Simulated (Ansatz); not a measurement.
Basis-set extrapolation for `CC[O][Al]([Cl])[Cl]` (PBE0-D4/def2-TZVP geometry, frozen core, Ansatz 0.2.0). Multiplicity 1, RHF reference.

```tsv
	def2-TZVPP	def2-QZVPP
HF	-1314.734265	-1314.774292
MP2 correlation	-1.025833	-1.112847
CCSD(T) correlation	-1.125951	not run
```

Energies in hartree. Use E(X) = E(∞) + A·exp(−7.88·√X) for Hartree–Fock and E(X) = E(∞) + B·X^(−2.97) for correlation, with X = 3 and 4, and add CCSD(T) minus MP2 of the smaller set to the MP2 limit.

Task: What is the CCSD(T) energy at the basis-set limit?

Result: HF limit: -1314.774292 + (-0.040027) × 0.13774 = -1314.77981. MP2 limit: -1.112847 + (-0.087014) × 0.74074 = -1.17730. Higher-order term: -1.125951 − (-1.025833) = -0.10012. Total: -1316.05723 hartree, 517.3 kJ/mol below CCSD(T)/def2-TZVPP.
